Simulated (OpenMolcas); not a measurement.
Computed levels of 4f4 in ions with 58 electrons, in cm-1 above 5I4.

| Property | Result |
| --- | --- |
| Program | OpenMolcas 26.06 |
| Method | MS-CASPT2, IPEA 0.25 Eh, imaginary shift 0.1 Eh |
| Basis | ANO-RCC-VQZP |
| Scalar Hamiltonian | DKH2, point nucleus |
| Spin-orbit coupling | RASSI with atomic mean-field integrals over the reference wave functions, term energies averaged over their components |

Active space for each ion: 4 electrons in 7 orbitals (4f); closed shells correlated by CASPT2: 5s 5p.

| Level | Nd2+ | Sm4+ |
| --- | --- | --- |
| 5I5 | 1235 | 2030 |
| 5I6 | 2600 | 4250 |
| 5I7 | 4040 | 6560 |
| 5I8 | 5530 | 8930 |
| 5F1 | 11890 | 15990 |
| 5F2 | 12280 | 16570 |
| 5F3 | 13000 | 17740 |
| 5F4 | 13760 | 18980 |
| 5S2 | 14290 | 19140 |

Task: Estimate 5I8, 5F1, 5F2 for Pm3+ from its neighbours Nd2+ and Sm4+.

Result: 5I8 is fine structure, which grows about as the fourth power of a screened charge, so the fourth roots are averaged: ((5530^0.25 + 8930^0.25) / 2)^4 = 7078. The calculation gives 7190, so the estimate is off by -1.6 %.
5F1 is another term, which grows about linearly with the charge: (11890 + 15990) / 2 = 13940. The calculation gives 13810, so the estimate is off by +0.9 %.
5F2 is another term, which grows about linearly with the charge: (12280 + 16570) / 2 = 14425. The calculation gives 14300, so the estimate is off by +0.9 %.

CASPT2 breaks the degeneracy within a term, and the mean is taken; among the terms shown or strongly mixed into the levels shown the widest spread is 1500 cm-1 (4f4 5I, Nd2+). Blocks of more than 70 roots (2S+1 = 3 even, 1 even) ran without multistate coupling. High states are left out of the spin-orbit mixing, which shifts the levels that they would mix with. Levels of configurations outside the active space are missing.
